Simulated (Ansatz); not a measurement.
Coupled-cluster diagnostics for the cluster Al₂Sb₂, Ansatz.

Geometry of the singlet (r2SCAN-D4/def2-SVP):

```
atom    x (Å)    y (Å)    z (Å)
 Al1   1.0790   1.4148  -1.7973
 Al2  -1.0792  -1.4151   1.7969
 Sb3  -0.0231  -1.0436  -0.8356
 Sb4   0.0233   1.0440   0.8360
```

In the def2 sets Sb takes a core potential; there is no spin–orbit coupling. Correlated methods freeze 18 core orbitals; core or outer-core shells of Sb are correlated, in sets that lack core-valence functions. The structure comes from a short search, and lower isomers may exist.

(1) Estimate the CCSD(T) correlation energy, the shares of MP2 and (T), T1 and the reference's ⟨S²⟩ for: charge 0, singlet, own geometry in def2-TZVPP; and the rough time on 4 threads of Arm Neoverse V1 on a shared host.

Answers

(1) 
```
                          state       basis  correlation (eV)  MP2 share (%)  (T) share (%)     T1  ⟨S²⟩ (pure)  wall time                  remarks
charge 0, singlet, own geometry  def2-TZVPP           -22.772           98.1            4.8  0.015  0.00 (0.00)       57 s  restricted SCF unstable
```
Customary marks for T1 are 0.02 (closed shells), 0.045 (open shells) and about 0.05 (3d metals). T1 stays under 0.02 throughout.
